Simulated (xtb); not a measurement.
Br$_{5}$Ta, triplet, at a GFN2-xTB geometry (such geometries of metal compounds can be far from the true shape) (the multiplicity is a formal guess). Base run: GFN2-xTB in xtb 6.7.1.

Geometry (Å):
```xyz
6

Ta     0.0000     0.0000     0.0000
Br     1.8815    -0.5597     1.7441
Br    -1.8815     0.5597    -1.7441
Br     0.4059     2.4227     0.3396
Br     1.2533    -1.2340    -1.7481
Br    -1.6592    -1.1886     1.4085
```
Charge 0, spin multiplicity 3.
All else is at xtb's defaults.
Base energy -22.60142 Eh.

Each row names what was changed in the base input (with any setting that the change needs).

```csv
change,ΔE vs base (mEh),G_solv (kcal/mol),SCF cycles
base,0.000,-,19
etemp = 5000,-71.476,-,16
gbsa = chcl3,-22.721,-14.79,16
alpb = ch2cl2,-18.316,-11.73,16
etemp = 3000,-36.774,-,16
alpb = acetone,-20.248,-12.75,17
acc = 0.1,0.000,-,20
```

ALPB and GBSA are two models with their own fitted parameters for each solvent, which aren't always the measured dielectric constant.
